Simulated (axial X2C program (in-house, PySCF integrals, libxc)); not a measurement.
GeTe: cheaper levels and CCSD(T), two-component

All values were computed with an in-house all-electron X2C program for linear molecules (integrals from PySCF). Two-component (2c) means X2C with spin–orbit coupling and atomic mean-field two-electron Coulomb and Gaunt terms. Basis: Te dyall-cv3z [11s12p8d4f1g], Ge dyall-cv3z [9s9p7d4f1g] (cores contracted in-house); Gaussian nuclei, density fitting, unrestricted open shells. Masses: Te 129.906 u, Ge 73.921 u.

State: Ω = 0 (closed shell); fragments Te + Ge.

```csv
level,Re (Å),ωe (cm⁻¹)
PBE0,2.340,329.7
HF,2.328,347.4
CCSD,2.355,329.6
M06,2.359,322.0
```

Correlated methods: 10 electrons correlated (number of frozen shells: Te 4 s, 3 p, 2 d; Ge 3 s, 2 p, 1 d), 284 virtual spin orbitals or spinors in MP2, 110 natural virtuals in coupled cluster.

CCSD(T), same Hamiltonian and basis:

Re = 2.372 Å, ωe = 315.8 cm⁻¹; T1 = 0.031 (Lee–Taylor normalisation).

Question: Give the differences from CCSD(T) in the columns below.

Answer: 

| level | ΔRe (Å) | Δωe (cm⁻¹) |
| --- | --- | --- |
| PBE0 | -0.032 | 14 |
| HF | -0.044 | 32 |
| CCSD | -0.017 | 14 |
| M06 | -0.013 | 6 |

The state is a single determinant with fixed occupations, the lowest that a limited PBE0 search found. The closed shell is kept restricted, so the energy runs too high when the bond is stretched far. De is not given where an atomic determinant may have missed its ground term or J level, or where the truncated virtual space spoils (T). CCSD and (T) use frozen natural virtuals with an MP2 correction for the truncation; (T) itself is uncorrected, so its De runs slightly low. The functionals have no current-density term, which raises determinants with orbital currents, atoms included. The T1 diagnostic is large, a sign of multireference character. With the outer-core shells frozen, correlated bond lengths of heavy atoms tend to come out a few hundredths of an ångström too long.
